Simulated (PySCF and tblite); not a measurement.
Values are calculated unless marked as measured or tabulated.
Rotation: stationary points, barriers and rates

System: CH₄BBrO₂, numbered as in [CH3:1][O:2][B:3]([OH:4])[Br:5].

Motion: rotation about the B3–O4 bond (torsion O2–B3–O4–H from 0° to 180°, rising). Level: PBE/pcSseg-1 + D3(BJ) on B3LYP-D3(BJ)/def2-SVP stationary points, with GFN2-xTB thermal terms. Rate constants are transition-state-theory values, counting equivalent paths, without tunnelling. Programs: tblite and PySCF.

| point | symmetry | E(GFN2) kcal/mol | E(DFT) kcal/mol | ZPE change kcal/mol | lowest mode cm⁻¹ | dipole D |
| --- | --- | --- | --- | --- | --- | --- |
| start | Cs | 0.0 | 0.0 | 0.00 | 60 | 2.76 |
| saddle | C1 | 8.3 | 8.4 | -1.09 | 571i | 2.12 |
| end | Cs | 2.2 | 0.1 | -0.16 | 62 | 0.74 |

```
Electronic barrier                                      : 8.4 kcal/mol
Barrier with zero-point energy                          : 7.3 kcal/mol
ΔH‡ (298 K)                                             : 7.3 kcal/mol
ΔS‡ (298 K, symmetry apart)                             : -0.5 cal/(mol K)
Paths                                                   : 2 equivalent paths
End point                                               : a different minimum
Mean lifetime of the start against this motion at 298 K : 22 ns
Cost                                                    : 120 s on 1 thread of Arm Neoverse V2, shared host (rough), peak memory 0.57 GiB, launched as `OMP_NUM_THREADS=1 python ens_run.py task.json out`
```

| T/K | ΔG‡ kcal/mol | k s⁻¹ | ΔG kcal/mol | k back s⁻¹ |
| --- | --- | --- | --- | --- |
| 150 | 7.4 | 111 | 0.0 | 99 |
| 200 | 7.4 | 7×10⁴ | 0.0 | 6.3×10⁴ |
| 250 | 7.4 | 3.5×10⁶ | -0.1 | 3.2×10⁶ |
| 298 | 7.4 | 4.5×10⁷ | -0.1 | 4×10⁷ |
| 350 | 7.4 | 3.3×10⁸ | -0.1 | 2.9×10⁸ |
| 400 | 7.5 | 1.4×10⁹ | -0.1 | 1.2×10⁹ |
| 500 | 7.5 | 1.1×10¹⁰ | -0.1 | 9.3×10⁹ |

ΔG and ΔG‡ leave out symmetry numbers and mirror images; rates count paths: 2 out, 2 back.

Spin–orbit effects of heavy atoms on shieldings are missing.
